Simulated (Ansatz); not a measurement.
Species: C$_{2}$H$_{6}$B, charge 1, singlet. C2H6B+ (parent SMILES C[B]C, singlet).
B3LYP-D3(BJ)/def2-TZVP minimum from Ansatz (an electronic-structure program):
```
B
C 1 1.4721
H 2 1.0986 1 110.54
H 2 1.0986 3 108.38 1 -121.29
H 2 1.0986 3 108.38 4 -117.42
C 1 1.4721 3 151.02 2 180.00
H 6 1.0986 1 110.54 3 -180.00
H 6 1.0986 7 108.38 1 121.29
H 6 1.0986 7 108.38 8 117.42
```
Charge +1, spin multiplicity 1.

Total energies in cc-pVDZ, 16 correlated electrons, 3 frozen orbitals. UHF or UKS for unpaired electrons; spin-orbit terms are left out. Cores are frozen in correlated methods. No relativity. The spin of C2H6B+ (parent SMILES C[B]C, singlet) was assumed, and the state is the lowest solution found for it.

```csv
method,program,energy (Eh),minus CCSDT(Q) (mEh)
HF,Ansatz,-103.65724,398.30
MP2,Ansatz,-104.00076,54.78
CCSD,Ansatz,-104.04286,12.68
CCSD(T),Ansatz,-104.05398,1.56
CCSDT(Q),Ansatz,-104.05554,0.00
```

Rough core times of Ansatz's runs on a shared machine: CCSD(T) under 20 s, CCSDT(Q) 2 min.
